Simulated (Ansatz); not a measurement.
C2H3BFNO, SMILES `FCB1N=CO1`. The species carries charge 0 and has multiplicity 1. All single points use the PBE0-D4/def2-TZVP geometry. It is one conformer, not always the lowest.

```xyz
9

F     0.674    1.722    1.457
C    -0.372    1.200    0.725
B     0.002   -0.086   -0.062
N    -0.759   -0.997   -0.972
C     0.388   -1.550   -0.968
O     1.233   -0.797   -0.143
H    -1.211    0.984    1.401
H    -0.737    1.964    0.024
H     0.782   -2.440   -1.462
```

Task: What is the dipole moment at PBE/def2-TZVPP? (Estimate.)

Result: Ansatz gave: 0.75 D, with components (-0.36, -0.47, -0.46) D in this frame, pointing from negative to positive charge.

Task: And with r2SCAN, B3LYP, ωB97M-V? (Estimate.)

Result: The calculation gave: r2SCAN 0.82 D, B3LYP 0.95 D, ωB97M-V 0.98 D.

Task: Give the Mulliken charges with PBE, r2SCAN, ωB97M-V in def2-TZVPP. (Estimate.)

Result: The calculation gave: 
| atom | PBE | r2SCAN | ωB97M-V |
| --- | --- | --- | --- |
| F1 | -0.20 | -0.24 | -0.23 |
| C2 | 0.06 | 0.15 | 0.08 |
| B3 | 0.17 | 0.26 | 0.22 |
| N4 | -0.24 | -0.34 | -0.30 |
| C5 | 0.16 | 0.28 | 0.21 |
| O6 | -0.28 | -0.35 | -0.34 |
| H7 | 0.10 | 0.07 | 0.11 |
| H8 | 0.10 | 0.07 | 0.11 |
| H9 | 0.13 | 0.11 | 0.15 |

B3LYP here is the variant with VWN-RPA as its local correlation; programs differ in this.
